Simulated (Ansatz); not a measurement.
Ideal-gas functions of FH₃MoN₂O, SMILES `[NH]=[Mo](=[NH])([OH])[F]` at 800 K and 1 bar, from an Ansatz frequency run at PBE0-D4/def2-TZVP.

Molar mass 161.98 g/mol, point group C1 (symmetry number 1), electronic degeneracy 1, moments of inertia 135.624, 153.617, 162.675 u Å². Harmonic wavenumbers (cm⁻¹, unscaled): 194, 246, 249, 262, 290, 326, 391, 532, 605, 674, 698, 730, 765, 1013, 1048, 3613, 3628, 3890.

Use S(trans) = R[1.5 ln M + 2.5 ln T − 1.1517]; rotational temperatures θ = 24.2544 K / I; S(rot) = R[ln(√π/σ · √(T³/θAθBθC)) + 1.5]; for each mode x = 1.438777 ν̃/T, S = R[x/(eˣ − 1) − ln(1 − e⁻ˣ)] and H = RT x/(eˣ − 1); 1 cm⁻¹ = 0.0119627 kJ/mol; R = 8.31446 J/(mol·K).

By hand: the entropy, in J/(mol·K).

Translation 192.8. Rotation: θ = 0.1788, 0.1579, 0.1491 K, giving 123.3. Vibration, mode by mode: 17.11, 15.16, 15.06, 14.65, 13.82, 12.87, 11.41, 8.99, 8.01, 7.21, 6.95, 6.62, 6.29, 4.39, 4.18, 0.09, 0.09, 0.06, in all 153.0. Electronic 0.0. Sum 469.1 J/(mol·K).

By hand: H − E and G − E in kJ/mol, counted from the electronic energy.

Zero-point energy ½ × 19154 × 0.0119627 = 114.6; thermal vibration 61.3; translation, rotation and pV give 4 RT = 26.6. H − E = 202.5 kJ/mol, and G − E = 202.5 − 800 × 469.1/1000 = -172.8 kJ/mol.

Vibration gives 33 % of the entropy. The sum counts one conformer and one mirror image; others add a mixing term.
